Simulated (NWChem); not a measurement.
System: GeHCl, singlet; SMILES [Cl][GeH]

Input file for NWChem:

```
start job
memory heap 200 mb stack 900 mb global 1100 mb
geometry units angstroms noautoz
  Ge    -0.017290    -0.756268     0.000000
  H      1.579635    -0.869610     0.000000
  Cl    -0.002840     1.425353     0.000000
end
basis spherical
  Ge library def2-svpd
  H library def2-svpd
  Cl library def2-svpd
end
dft
  xc b3lyp
  iterations 150
  vectors input atomic output neutral.movecs
end
task dft energy
charge 1
dft
  odft
  mult 2
  vectors input atomic output cation.movecs
end
task dft energy
charge -1
dft
  odft
  mult 2
  vectors input atomic output anion.movecs
end
task dft energy
```

Excerpt of the output:

```
             Northwest Computational Chemistry Package (NWChem) 7.3.0
             --------------------------------------------------------

 CS  symmetry detected

                             Geometry "geometry" -> ""
                             -------------------------

 Output coordinates in angstroms (scale by  1.889725989 to convert to a.u.)

  No.       Tag          Charge          X              Y              Z
 ---- ---------------- ---------- -------------- -------------- --------------
    1 Ge                  32.0000    -0.04048364    -0.73929435     0.00000000
    2 H                    1.0000     1.55586532    -0.86047960     0.00000000
    3 Cl                  17.0000    -0.01531698     1.44222934     0.00000000

 Effective nuclear repulsion energy (a.u.)     145.7549517625

      Symmetry information
      --------------------

 Group name             Cs
 Group number              2
 Group order               2
 No. of unique centers     3

                                 NWChem DFT Module
                                 -----------------

 Summary of "ao basis" -> "ao basis" (spherical)
 ------------------------------------------------------------------------------
       Tag                 Description            Shells   Functions and Types
 ---------------- ------------------------------  ------  ---------------------
 Ge                        def2-svpd                14       38   6s4p4d
 H                         def2-svpd                 4        8   2s2p
 Cl                        def2-svpd                11       27   5s4p2d

      Symmetry analysis of basis
      --------------------------

        a'         51
        a"         22

            General Information
            -------------------
          SCF calculation type: DFT
          Wavefunction type:  closed shell.
          No. of atoms     :     3
          No. of electrons :    50
           Alpha electrons :    25
            Beta electrons :    25
          Charge           :     0
          Spin multiplicity:     1
          Use of symmetry is: on ; symmetry adaption is: on
          Maximum number of iterations: 150
          AO basis - number of functions:    73
                     number of shells:    29
          Convergence on energy requested:  1.00D-06
          Convergence on density requested:  1.00D-05
          Convergence on gradient requested:  5.00D-04

              XC Information
              --------------
                         B3LYP Method XC Potential
                     Hartree-Fock (Exact) Exchange  0.200
                        Slater Exchange Functional  0.800 local
                    Becke 1988 Exchange Functional  0.720 non-local
              Lee-Yang-Parr Correlation Functional  0.810
                  VWN I RPA Correlation Functional  0.190 local

             Grid Information
             ----------------
          Grid used for XC integration:  medium
          Radial quadrature: Mura-Knowles
          Angular quadrature: Lebedev.
          Tag              B.-S. Rad. Rad. Pts. Rad. Cut. Ang. Pts.
          ---              ---------- --------- --------- ---------
          Ge                  1.25      112          11.0       590
          H                   0.35       45          11.0       434
          Cl                  1.00       88          11.0       590
          Grid pruning is: on
          Number of quadrature shells:   245
          Spatial weights used:  Erf1

      Superposition of Atomic Density Guess
      -------------------------------------

 Sum of atomic energies:       -2534.87252158

      Non-variational initial energy
      ------------------------------

 Total energy =   -2535.000830
 1-e energy   =   -3820.738376
 2-e energy   =    1139.982595
 HOMO         =      -0.237821
 LUMO         =      -0.065292

      Symmetry analysis of molecular orbitals - initial
      -------------------------------------------------

  Numbering of irreducible representations:

     1 a'          2 a"

  Orbital symmetries:

     1 a'          2 a'          3 a'          4 a'          5 a'
     6 a"          7 a'          8 a'          9 a'         10 a"
    11 a'         12 a'         13 a'         14 a"         15 a'
    16 a'         17 a'         18 a"         19 a"         20 a'
    21 a'         22 a'         23 a"         24 a'         25 a'
    26 a"         27 a'         28 a'         29 a'         30 a'
    31 a'         32 a"         33 a"         34 a'         35 a'

   convergence    iter        energy       DeltaE   RMS-Dens  Diis-err
 ---------------- ----- ----------------- --------- --------- ---------
 d= 0,ls=0.0,diis     1  -2537.4395126739 -2.68D+03  1.60D-02  2.88D-01
 d= 0,ls=0.0,diis     2  -2537.4172847131  2.22D-02  8.93D-03  3.39D-01
 d= 0,ls=0.0,diis     3  -2537.4740019043 -5.67D-02  2.27D-03  4.13D-02
 d= 0,ls=0.0,diis     4  -2537.4794116554 -5.41D-03  3.06D-04  1.79D-03
 d= 0,ls=0.0,diis     5  -2537.4795471386 -1.35D-04  1.18D-04  4.74D-05
  Resetting Diis
 d= 0,ls=0.0,diis     6  -2537.4795512344 -4.10D-06  2.55D-05  2.70D-06
 d= 0,ls=0.0,diis     7  -2537.4795515399 -3.06D-07  1.36D-05  3.09D-07
 d= 0,ls=0.0,diis     8  -2537.4795515373  2.58D-09  7.69D-06  3.37D-07

         Total DFT energy =    -2537.479551537341
      One electron energy =    -3820.110503491203
           Coulomb energy =     1244.562057024625
    Exchange-Corr. energy =     -107.686056833285
 Nuclear repulsion energy =      145.754951762522

 Numeric. integr. density =       49.999993912636

                  Occupations of the irreducible representations
                  ----------------------------------------------

                     irrep           alpha         beta
                     --------     --------     --------
                     a'               19.0         19.0
                     a"                6.0          6.0

[...]
```

Level: B3LYP/def2-SVPD, vertical spin-unrestricted ions. Low-valent species are run as closed-shell singlets; no triplet was tried in these runs. All runs use the structure optimised with PBE0-D3(BJ)/def2-TZVP.
